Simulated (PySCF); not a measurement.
Level of theory: B3LYP/[Cr def2-SVP, Br def2-SVP], no relativity, density fitting, PySCF. Open shells, if any, are unrestricted.

Problem. What spin state, shape and geometry does isolated CrBr2 take (every ligand bound to Cr)?

Solution. Formally Cr is in oxidation state +2, d4, with 4 unpaired electrons (the high-spin count). The Mulliken spin on Cr is 4.20. The polar-tensor charge on Cr, 1.12, is far below the formal one. The lowest minimum found is a quintet of C2v symmetry with Cr–Br 2.341 Å (×2); Br–Cr–Br 142.9°. Its harmonic wavenumbers are 34 (a1), 229 (a1), 375 (b2) cm⁻¹ and its dipole moment is 2.48 D.

Other isomers or separated fragments may lie lower. With open d or f shells other occupations or spin states may lie lower.
